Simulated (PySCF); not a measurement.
# Correlation energy of Cl²⁺ (chlorine, charge +2)

[Ne] 3s2 3p3, high-spin 4S determinant. Computed with PySCF 2.14 in aug-cc-pCVTZ-DK, with the spin-free X2C one-electron Hamiltonian (Gaussian nucleus). Frozen: 1s2; 13 electrons correlated.

MP2 pair energies summed by pair of shells (mhartree):

```json
{"pair": "2p-2p", "energy": "-183.61", "share (%)": "46.0"}
{"pair": "3s-3p", "energy": "-65.18", "share (%)": "16.3"}
{"pair": "2s-2p", "energy": "-54.36", "share (%)": "13.6"}
{"pair": "2p-3p", "energy": "-25.97", "share (%)": "6.5"}
{"pair": "3p-3p", "energy": "-22.54", "share (%)": "5.7"}
{"pair": "2p-3s", "energy": "-20.35", "share (%)": "5.1"}
{"pair": "3s-3s", "energy": "-10.43", "share (%)": "2.6"}
{"pair": "2s-2s", "energy": "-9.47", "share (%)": "2.4"}
{"pair": "2s-3p", "energy": "-4.07", "share (%)": "1.0"}
{"pair": "2s-3s", "energy": "-2.91", "share (%)": "0.7"}
```

Total MP2 correlation energy: -398.88 mhartree.

Same-spin part -110.90 and opposite-spin part -287.97 mhartree; SCS-MP2 scales them by 1/3 and 6/5 to -382.54 mhartree.
